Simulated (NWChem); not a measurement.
System: BNH5 cation; SMILES B[NH3+]

Input file for NWChem:

```
start job
memory heap 200 mb stack 900 mb global 1100 mb
charge 1
geometry units angstroms
  B     -0.001206    -0.927655    -0.014790
  N     -0.001924     0.623202    -0.012228
  H     -1.082640    -1.452702     0.005183
  H      1.084133    -1.445065     0.004062
  H      0.054862     0.938092     0.982478
  H     -0.866201     1.051741    -0.396356
  H      0.823807     1.043832    -0.481879
end
basis spherical
  B library 6-31g*
  N library 6-31g*
  H library 6-31g*
end
dft
  xc hfexch
  iterations 150
end
driver
  maxiter 120
end
task dft optimize
task dft freq
```

NWChem printed, in part:

```
             Northwest Computational Chemistry Package (NWChem) 7.3.0
             --------------------------------------------------------

 C1  symmetry detected

                             Geometry "geometry" -> ""
                             -------------------------

 Output coordinates in angstroms (scale by  1.889725989 to convert to a.u.)

  No.       Tag          Charge          X              Y              Z
 ---- ---------------- ---------- -------------- -------------- --------------
    1 B                    5.0000    -0.00083361    -0.91943459    -0.01107492
    2 N                    7.0000    -0.00162574     0.63142425    -0.01021001
    3 H                    1.0000    -1.08224787    -1.44451096     0.00919256
    4 H                    1.0000     1.08452499    -1.43677193     0.00862421
    5 H                    1.0000     0.05488774     0.94740513     0.98416552
    6 H                    1.0000    -0.86582354     1.05950150    -0.39503043
    7 H                    1.0000     0.82420692     1.05157948    -0.48010716

 Effective nuclear repulsion energy (a.u.)      36.1762776965

                                Z-matrix (autoz)
                                --------

 Units are Angstrom for bonds and degrees for angles

      Type          Name      I     J     K     L     M      Value
      ----------- --------  ----- ----- ----- ----- ----- ----------
    1 Stretch                  1     2                       1.55086
    2 Stretch                  1     3                       1.20232
    3 Stretch                  1     4                       1.20251
    4 Stretch                  2     5                       1.04490
    5 Stretch                  2     6                       1.03835
    6 Stretch                  2     7                       1.03891
    7 Bend                     1     2     5               107.63219
    8 Bend                     1     2     6               114.36099
    9 Bend                     1     2     7               113.81351
   10 Bend                     2     1     3               115.86489
   11 Bend                     2     1     4               115.50986
   12 Bend                     3     1     4               128.58356
   13 Bend                     5     2     6               105.84463
   14 Bend                     5     2     7               105.37513
   15 Bend                     6     2     7               109.10058
   16 Torsion                  3     1     2     5          92.17373
   17 Torsion                  3     1     2     6         -25.11056
   18 Torsion                  3     1     2     7        -151.44326
   19 Torsion                  4     1     2     5         -85.68206
   20 Torsion                  4     1     2     6         157.03365
   21 Torsion                  4     1     2     7          30.70095

  xc_inp: hfexch multiplicative factor not found.

                           NWChem Geometry Optimization
                           ----------------------------

 maximum gradient threshold         (gmax) =   0.000450
 rms gradient threshold             (grms) =   0.000300
 maximum cartesian step threshold   (xmax) =   0.001800
 rms cartesian step threshold       (xrms) =   0.001200
 fixed trust radius                (trust) =   0.300000
 source of zmatrix                         =   autoz

          -------------------
          Energy Minimization
          -------------------

 Using diagonal initial Hessian
 Scaling for Hessian diagonals: bonds = 1.00  angles = 0.25  torsions = 0.10

          --------
          Step   0

                                 NWChem DFT Module
                                 -----------------

 Summary of "ao basis" -> "ao basis" (spherical)
 ------------------------------------------------------------------------------
       Tag                 Description            Shells   Functions and Types
 ---------------- ------------------------------  ------  ---------------------
 B                           6-31g*                  6       14   3s2p1d
 N                           6-31g*                  6       14   3s2p1d
 H                           6-31g*                  2        2   2s

            General Information
            -------------------
          SCF calculation type: DFT
          Wavefunction type:  closed shell.
          No. of atoms     :     7
          No. of electrons :    16
           Alpha electrons :     8
            Beta electrons :     8
          Charge           :     1
          Spin multiplicity:     1
          Use of symmetry is: off; symmetry adaption is: off
          Maximum number of iterations: 150
          AO basis - number of functions:    38
                     number of shells:    22
          Convergence on energy requested:  1.00D-06
          Convergence on density requested:  1.00D-05
          Convergence on gradient requested:  5.00D-04

              XC Information
              --------------
                     Hartree-Fock (Exact) Exchange  1.000

      Superposition of Atomic Density Guess
      -------------------------------------

 Sum of atomic energies:         -81.31098943

 Renormalizing density from      17.00 to     16

      Non-variational initial energy
      ------------------------------

 Total energy =     -78.759948
 1-e energy   =    -169.116738
 2-e energy   =      54.180511
 HOMO         =      -0.699510
 LUMO         =      -0.338104

   convergence    iter        energy       DeltaE   RMS-Dens  Diis-err
 ---------------- ----- ----------------- --------- --------- ---------
 d= 0,ls=0.0,diis     1    -81.6746869478 -1.18D+02  1.74D-02  1.10D+00
 d= 0,ls=0.0,diis     2    -81.7676644724 -9.30D-02  5.99D-03  2.73D-01
 d= 0,ls=0.0,diis     3    -81.7966161409 -2.90D-02  1.23D-03  2.70D-03
 d= 0,ls=0.0,diis     4    -81.7971845199 -5.68D-04  1.91D-04  5.99D-05
 d= 0,ls=0.0,diis     5    -81.7971969687 -1.24D-05  7.02D-05  2.70D-06
 d= 0,ls=0.0,diis     6    -81.7971976842 -7.16D-07  6.83D-06  3.48D-08

         Total DFT energy =      -81.797197684235
      One electron energy =     -176.466672868073
           Coulomb energy =       70.494336559785
    Exchange-Corr. energy =      -12.001139072488
 Nuclear repulsion energy =       36.176277696540

 Numeric. integr. density =        0.000000000000

                       DFT Final Molecular Orbital Analysis
                       ------------------------------------

 Vector    6  Occ=2.000000D+00  E=-9.615553D-01
              MO Center=  2.1D-02,  6.6D-01,  1.8D-01, r^2= 1.0D+00
   Bfn.  Coefficient  Atom+Function         Bfn.  Coefficient  Atom+Function
  ----- ------------  ---------------      ----- ------------  ---------------
    19      0.485942  2 N  pz                23      0.333418  2 N  pz
    33      0.267038  5 H  s                 37     -0.105400  7 H  s
    18      0.090829  2 N  py                 2     -0.086751  1 B  s
    35     -0.087142  6 H  s                 34      0.083206  5 H  s
    22      0.058501  2 N  py                 1      0.044254  1 B  s

 Vector    7  Occ=2.000000D+00  E=-7.975818D-01
              MO Center=  1.2D-03, -8.9D-01,  1.1D-03, r^2= 1.9D+00
   Bfn.  Coefficient  Atom+Function         Bfn.  Coefficient  Atom+Function
  ----- ------------  ---------------      ----- ------------  ---------------
    18     -0.321140  2 N  py                 4      0.316383  1 B  py
    22     -0.247817  2 N  py                 6     -0.234480  1 B  s
     2     -0.191313  1 B  s                 29     -0.180661  3 H  s
    31     -0.181019  4 H  s                 30     -0.152274  3 H  s
    32     -0.152662  4 H  s                 20      0.134098  2 N  s

 Vector    8  Occ=2.000000D+00  E=-7.280921D-01
              MO Center= -1.7D-03, -1.1D+00, -9.3D-03, r^2= 1.7D+00
   Bfn.  Coefficient  Atom+Function         Bfn.  Coefficient  Atom+Function
  ----- ------------  ---------------      ----- ------------  ---------------
     3      0.436326  1 B  px                29     -0.233248  3 H  s
    31      0.233007  4 H  s                  7      0.211783  1 B  px
    30     -0.167338  3 H  s                 32      0.168050  4 H  s
    17     -0.111574  2 N  px                21     -0.103613  2 N  px
    35      0.065427  6 H  s                 37     -0.062100  7 H  s

 Vector    9  Occ=0.000000D+00  E=-1.283907D-01
              MO Center= -1.9D-04, -8.9D-01, -3.1D-02, r^2= 2.0D+00
   Bfn.  Coefficient  Atom+Function         Bfn.  Coefficient  Atom+Function
  ----- ------------  ---------------      ----- ------------  ---------------
     9      0.727413  1 B  pz                 5      0.407715  1 B  pz
    34     -0.205403  5 H  s                 38      0.117051  7 H  s
    33     -0.098264  5 H  s                 36      0.097790  6 H  s
    37      0.054848  7 H  s                 19     -0.051049  2 N  pz
    35      0.045735  6 H  s                 23     -0.037796  2 N  pz

[...]

      ----------------------
      Optimization converged
      ----------------------

  Step       Energy      Delta E   Gmax     Grms     Xrms     Xmax
  ---- ---------------- -------- -------- -------- -------- --------
@    4     -81.79980696 -1.3D-06  0.00024  0.00007  0.00064  0.00137
                                     ok       ok       ok       ok

                                Z-matrix (autoz)
                                --------

 Units are Angstrom for bonds and degrees for angles

      Type          Name      I     J     K     L     M      Value     Gradient
      ----------- --------  ----- ----- ----- ----- ----- ---------- ----------
    1 Stretch                  1     2                       1.55915    0.00013
    2 Stretch                  1     3                       1.17237    0.00004
    3 Stretch                  1     4                       1.17254    0.00004
    4 Stretch                  2     5                       1.01752   -0.00024
    5 Stretch                  2     6                       1.01304    0.00009
    6 Stretch                  2     7                       1.01344    0.00005
    7 Bend                     1     2     5               109.32857   -0.00001
    8 Bend                     1     2     6               113.47915   -0.00001
    9 Bend                     1     2     7               113.12764    0.00000
   10 Bend                     2     1     3               115.70230    0.00000
   11 Bend                     2     1     4               115.46393    0.00000
   12 Bend                     3     1     4               128.81498   -0.00001
   13 Bend                     5     2     6               106.17406    0.00001
   14 Bend                     5     2     7               105.87745    0.00001
   15 Bend                     6     2     7               108.35570   -0.00000
   16 Torsion                  3     1     2     5          92.40965   -0.00002
   17 Torsion                  3     1     2     6         -25.89777   -0.00002
   18 Torsion                  3     1     2     7        -149.87571   -0.00001
   19 Torsion                  4     1     2     5         -86.15437    0.00002
   20 Torsion                  4     1     2     6         155.53821    0.00002
   21 Torsion                  4     1     2     7          31.56026    0.00003

                         Geometry "geometry" -> "geometry"
                         ---------------------------------

 Output coordinates in angstroms (scale by  1.889725989 to convert to a.u.)

  No.       Tag          Charge          X              Y              Z
 ---- ---------------- ---------- -------------- -------------- --------------
    1 B                    5.0000    -0.00025000    -0.92459949    -0.00825144
    2 N                    7.0000    -0.00004881     0.63450491     0.00430023
    3 H                    1.0000    -1.05660298    -1.43300888     0.00136361
    4 H                    1.0000     1.05824227    -1.42894770     0.00048319
    5 H                    1.0000     0.05280889     0.96355414     0.96569843
    6 H                    1.0000    -0.84104543     1.04139014    -0.38738492
    7 H                    1.0000     0.79998495     1.03629976    -0.47064935

 Effective nuclear repulsion energy (a.u.)      36.5833338941

                Final and change from initial internal coordinates
                --------------------------------------------------

                                Z-matrix (autoz)
                                --------

 Units are Angstrom for bonds and degrees for angles

[...]

 Rotational Constants
 --------------------
 A=   3.420560 cm-1  (  4.921313 K)
 B=   0.715476 cm-1  (  1.029387 K)
 C=   0.651831 cm-1  (  0.937818 K)

 Temperature                      =   298.15K
 frequency scaling parameter      =   1.0000

 Zero-Point correction to Energy  =   40.365 kcal/mol  (  0.064326 au)
 Thermal correction to Energy     =   42.845 kcal/mol  (  0.068278 au)
 Thermal correction to Enthalpy   =   43.437 kcal/mol  (  0.069222 au)

 Total Entropy                    =   61.791 cal/mol-K
   - Translational                =   36.118 cal/mol-K (mol. weight =  30.0515)
   - Rotational                   =   19.545 cal/mol-K (symmetry #  =        1)
   - Vibrational                  =    6.128 cal/mol-K

 Cv (constant volume heat capacity) =   10.365 cal/mol-K
   - Translational                  =    2.979 cal/mol-K
   - Rotational                     =    2.979 cal/mol-K
   - Vibrational                    =    4.406 cal/mol-K

[normal modes left out]

 ----------------------------------------------------------------------------
 Normal Eigenvalue ||           Projected Infra Red Intensities
  Mode   [cm**-1]  || [atomic units] [(debye/angs)**2] [(KM/mol)] [arbitrary]
 ------ ---------- || -------------- ----------------- ---------- -----------
    1       -0.000 ||    0.001655           0.038         1.613       0.264
    2       -0.000 ||    0.041052           0.947        40.020       6.544
    3       -0.000 ||    0.033260           0.767        32.424       5.302
    4        0.000 ||    0.002466           0.057         2.404       0.393
    5        0.000 ||    0.002466           0.057         2.404       0.393
    6        0.000 ||    0.038219           0.882        37.258       6.092
    7       36.028 ||    0.002098           0.048         2.045       0.334
    8      796.426 ||    0.003905           0.090         3.807       0.622
    9      812.117 ||    0.001968           0.045         1.918       0.314
   10      910.083 ||    0.038794           0.895        37.818       6.184
   11     1185.494 ||    0.112528           2.596       109.698      17.938
   12     1203.097 ||    0.073244           1.690        71.402      11.676
   13     1322.296 ||    0.051833           1.196        50.529       8.262
   14     1639.371 ||    0.270393           6.238       263.593      43.103
   15     1792.301 ||    0.058427           1.348        56.958       9.314
   16     1810.798 ||    0.068751           1.586        67.022      10.959
   17     2834.395 ||    0.019799           0.457        19.301       3.156
   18     2982.917 ||    0.047509           1.096        46.314       7.573
   19     3569.868 ||    0.110915           2.559       108.125      17.681
   20     3658.774 ||    0.166676           3.845       162.484      26.569
   21     3695.437 ||    0.171427           3.955       167.116      27.327
 ----------------------------------------------------------------------------
```

Level: Hartree-Fock/6-31G* (spherical d).
